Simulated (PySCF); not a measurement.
Isomers of C8H16Si, mass 140.102 u with the commonest isotopes. Theory: PBE0-D3(BJ)/def2-SVP geometry optimisation, gas phase (PySCF 2.14.0). One conformer each, none proved a minimum here; rigid rotors.

Problem. Order these by out-of-plane moment Σ m c² = (Ia + Ib − Ic)/2, largest first.
A. `[CH2:1]=[CH:2][C@H:3]1[CH2:4][Si@@H:5]([CH2:6][CH2:7][CH3:8])[CH2:9]1` with C1–C2–C3–C4 122°, C4–Si5–C6–C7 165°, Si5–C6–C7–C8 180°, C2–C3–C4–Si5 148°, C3–C4–Si5–C6 -137°, C4–Si5–C9–C3 19°, C2–C3–C9–Si5 -148°
B. `[CH2:1]=[C:2]([CH3:3])[C@@:4]1([CH3:5])[CH2:6][CH2:7][CH2:8][SiH2:9]1` with C1–C2–C4–C5 -121°, C2–C4–C6–C7 160°, C4–C6–C7–C8 -52°, C6–C7–C8–Si9 35°, C7–C8–Si9–C4 -11°
C. `CC(C)(C)[C@H]1C=CC[SiH2]1`
D. `[CH2:1]=[CH:2][C@@H:3]1[CH2:4][CH2:5][Si@H:6]1[CH2:7][CH2:8][CH3:9]` with C1–C2–C3–C4 -135°, C5–Si6–C7–C8 -72°, Si6–C7–C8–C9 180°, C2–C3–C4–C5 -149°, C3–C4–C5–Si6 24°, C4–C5–Si6–C7 -138°, C2–C3–Si6–C5 141°
E. `[CH3:1][C@:2]12[CH2:3][CH2:4][C@:5]([CH2:6][SiH3:7])([CH2:8]1)[CH2:9]2` with C4–C5–C6–Si7 65°
F. `[CH2:1]1[CH2:2][CH2:3][Si:4]2([CH2:5]1)[CH2:6][CH2:7][CH2:8][CH2:9]2` with C5–C1–C2–C3 50°, C1–C2–C3–Si4 -37°, C2–C3–Si4–C5 13°, C3–Si4–C5–C1 13°
G. `[CH3:1][C:2]#[C:3][SiH2:4][CH2:5][C:6]([CH3:7])([CH3:8])[CH3:9]` with C3–Si4–C5–C6 180°

Solution. B (93.59 u·Å²), F (88.92 u·Å²), E (68.52 u·Å²), C (66.88 u·Å²), G (61.29 u·Å²), A (40.93 u·Å²), D (29.55 u·Å²).

Problem. Order these by radius of gyration √(Σ m r²/M), smallest first.
A. `[CH2:1]=[CH:2][C@H:3]1[CH2:4][Si@@H:5]([CH2:6][CH2:7][CH3:8])[CH2:9]1` with C1–C2–C3–C4 122°, C4–Si5–C6–C7 165°, Si5–C6–C7–C8 180°, C2–C3–C4–Si5 148°, C3–C4–Si5–C6 -137°, C4–Si5–C9–C3 19°, C2–C3–C9–Si5 -148°
B. `[CH2:1]=[CH:2][C@@H:3]1[CH2:4][CH2:5][Si@H:6]1[CH2:7][CH2:8][CH3:9]` with C1–C2–C3–C4 -135°, C5–Si6–C7–C8 -72°, Si6–C7–C8–C9 180°, C2–C3–C4–C5 -149°, C3–C4–C5–Si6 24°, C4–C5–Si6–C7 -138°, C2–C3–Si6–C5 141°
C. `[CH2:1]1[CH2:2][CH2:3][Si:4]2([CH2:5]1)[CH2:6][CH2:7][CH2:8][CH2:9]2` with C5–C1–C2–C3 50°, C1–C2–C3–Si4 -37°, C2–C3–Si4–C5 13°, C3–Si4–C5–C1 13°
D. `[CH2:1]=[C:2]([CH3:3])[C@@:4]1([CH3:5])[CH2:6][CH2:7][CH2:8][SiH2:9]1` with C1–C2–C4–C5 -121°, C2–C4–C6–C7 160°, C4–C6–C7–C8 -52°, C6–C7–C8–Si9 35°, C7–C8–Si9–C4 -11°
E. `[CH3:1][C@:2]12[CH2:3][CH2:4][C@:5]([CH2:6][SiH3:7])([CH2:8]1)[CH2:9]2` with C4–C5–C6–Si7 65°
F. `[CH3:1][C:2]#[C:3][SiH2:4][CH2:5][C:6]([CH3:7])([CH3:8])[CH3:9]` with C3–Si4–C5–C6 180°
G. `CC(C)(C)[C@H]1C=CC[SiH2]1`

Solution. D (2.107 Å), G (2.144 Å), C (2.192 Å), E (2.287 Å), B (2.632 Å), A (2.786 Å), F (2.822 Å).

Problem. Order these by rotational constant A, smallest first.
A. `[CH2:1]=[C:2]([CH3:3])[C@@:4]1([CH3:5])[CH2:6][CH2:7][CH2:8][SiH2:9]1` with C1–C2–C4–C5 -121°, C2–C4–C6–C7 160°, C4–C6–C7–C8 -52°, C6–C7–C8–Si9 35°, C7–C8–Si9–C4 -11°
B. `[CH2:1]=[CH:2][C@@H:3]1[CH2:4][CH2:5][Si@H:6]1[CH2:7][CH2:8][CH3:9]` with C1–C2–C3–C4 -135°, C5–Si6–C7–C8 -72°, Si6–C7–C8–C9 180°, C2–C3–C4–C5 -149°, C3–C4–C5–Si6 24°, C4–C5–Si6–C7 -138°, C2–C3–Si6–C5 141°
C. `[CH2:1]=[CH:2][C@H:3]1[CH2:4][Si@@H:5]([CH2:6][CH2:7][CH3:8])[CH2:9]1` with C1–C2–C3–C4 122°, C4–Si5–C6–C7 165°, Si5–C6–C7–C8 180°, C2–C3–C4–Si5 148°, C3–C4–Si5–C6 -137°, C4–Si5–C9–C3 19°, C2–C3–C9–Si5 -148°
D. `[CH3:1][C:2]#[C:3][SiH2:4][CH2:5][C:6]([CH3:7])([CH3:8])[CH3:9]` with C3–Si4–C5–C6 180°
E. `CC(C)(C)[C@H]1C=CC[SiH2]1`
F. `[CH2:1]1[CH2:2][CH2:3][Si:4]2([CH2:5]1)[CH2:6][CH2:7][CH2:8][CH2:9]2` with C5–C1–C2–C3 50°, C1–C2–C3–Si4 -37°, C2–C3–Si4–C5 13°, C3–Si4–C5–C1 13°
G. `[CH3:1][C@:2]12[CH2:3][CH2:4][C@:5]([CH2:6][SiH3:7])([CH2:8]1)[CH2:9]2` with C4–C5–C6–Si7 65°

Solution. A (2093 MHz), E (2230 MHz), B (2287 MHz), F (2838 MHz), D (3031 MHz), G (3120 MHz), C (4457 MHz).

```tsv
SMILES	point group	Ia (u·Å²)	Ib (u·Å²)	Ic (u·Å²)	κ	μa (D)	μb (D)	μc (D)
CC(C)(C)[C@H]1C=CC[SiH2]1	C1	226.60	484.38	577.22	-0.75	0.11	0.42	0.08
CC#C[SiH2]CC(C)(C)C	–	166.73	1010.45	1054.59	-0.98	0.69	1.17	0.00
C=C(C)[C@@]1(C)CCC[SiH2]1	C1	241.46	474.17	528.45	-0.81	0.44	0.17	0.40
C=C[C@@H]1CC[Si@H]1CCC	C1	220.97	778.95	940.81	-0.87	1.08	0.21	0.39
C=C[C@H]1C[Si@@H](CCC)C1	C1	113.40	1014.92	1046.46	-0.99	0.83	0.08	0.46
C[C@]12CC[C@](C[SiH3])(C1)C2	C1	161.98	639.27	664.20	-0.97	0.77	0.18	0.49
C1CC[Si]2(C1)CCCC2	S4	178.08	584.08	584.31	-1.00	0.00	0.00	0.00
```
